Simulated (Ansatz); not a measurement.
Zn13H30S13. Charge 0, multiplicity 1. Geometry PBE-D4/def2-SVP.

```xyz
56

Zn    3.1890   -0.1347    0.7756
Zn    0.6995    2.1921    4.2360
Zn    2.6270    3.2297    2.6215
Zn    1.6952    2.2758   -1.6546
Zn   -0.6674    3.9327    1.7046
Zn    0.7347   -3.1683    2.8698
Zn    2.1696   -4.4155   -0.0579
Zn    1.7298   -1.3776   -2.4302
Zn   -0.5125   -4.7892    0.2013
Zn   -0.7374   -0.0852    0.3688
Zn   -2.9561    2.2772   -3.0519
Zn   -2.5994   -1.0557   -3.3088
Zn   -0.7869    1.6487   -4.5678
S     2.3691    0.7478    2.9477
S     2.5178   -2.4755    1.4442
S     0.1534   -1.1974    4.4566
S     1.2996    0.1499   -0.6505
S    -0.8278    1.5023    2.1825
S     1.3593    3.5272    0.5130
S    -0.5706    2.9445   -2.4215
S    -2.6401    3.7882    0.0232
S    -0.8863   -2.3530    1.1764
S     0.5317   -3.4236   -1.6908
S    -0.2922   -0.6379   -3.7495
S    -2.7689   -3.1980   -1.8526
S    -2.4321    0.3717   -1.2852
H     4.6992    0.0869    0.4674
H     0.1480    1.7622    5.6248
H     4.0454    3.8529    2.7847
H     1.2039    3.6311    3.5545
H     2.8880    2.7411   -2.5408
H    -1.0951    5.0625    2.6948
H     0.5306   -4.4397    3.7539
H     3.3876   -5.2067   -0.6213
H     0.9298   -5.0390    1.0056
H     3.0387   -1.6003   -3.2435
H    -1.8169   -5.6096   -0.0064
H    -4.1760    3.1726   -2.6948
H    -3.8503   -1.1312   -4.2410
H    -0.0782    2.2029   -5.8396
H    -2.5015    1.3658   -4.3755
H     3.5531    0.7501    3.6219
H     3.6137   -2.9640    2.0872
H     1.2468   -1.1399    5.2649
H    -0.4827   -2.0750    5.2941
H    -2.0425    1.3378    2.7734
H     1.7953    4.7875    0.2392
H    -0.2177    4.0357   -3.1572
H    -2.4567    4.8994   -0.7410
H    -3.4317    4.4673    0.9111
H    -2.1053   -2.4674    1.7703
H     1.0060   -4.2844   -2.6345
H    -0.1186   -1.2118   -4.9717
H    -2.3944   -4.1748   -2.7231
H    -4.0871   -3.3196   -2.2037
H    -3.6293    0.2313   -0.6536
```

Single mean-field runs in def2-SVP, def2-TZVP are fitted with def2-universal-jkfit.

Problem. Estimate the orbital energies around the gap (eV) in Ansatz with PBE-D4/def2-SVP, PBE-D4/def2-TZVP, r2SCAN-D4/def2-TZVP, PBE0-D4/def2-SVP, PBE0-D4/def2-TZVP.

Solution. 
```csv
orbital,PBE-D4/def2-SVP,PBE-D4/def2-TZVP,r2SCAN-D4/def2-TZVP,PBE0-D4/def2-SVP,PBE0-D4/def2-TZVP
HOMO−5,-6.08,-6.41,-6.68,-7.31,-7.55
HOMO−4,-5.97,-6.29,-6.56,-7.21,-7.45
HOMO−3,-5.97,-6.29,-6.56,-7.21,-7.45
HOMO−2,-5.90,-6.25,-6.50,-7.12,-7.38
HOMO−1,-5.90,-6.23,-6.50,-7.12,-7.38
HOMO,-5.90,-6.23,-6.50,-7.09,-7.38
LUMO,-2.08,-2.55,-2.32,-1.29,-1.78
LUMO+1,-1.65,-2.11,-1.87,-0.83,-1.31
LUMO+2,-1.34,-1.87,-1.65,-0.48,-1.07
LUMO+3,-1.34,-1.87,-1.65,-0.48,-1.07
LUMO+4,-1.23,-1.80,-1.60,-0.30,-0.93
LUMO+5,-1.23,-1.80,-1.60,-0.30,-0.93
```
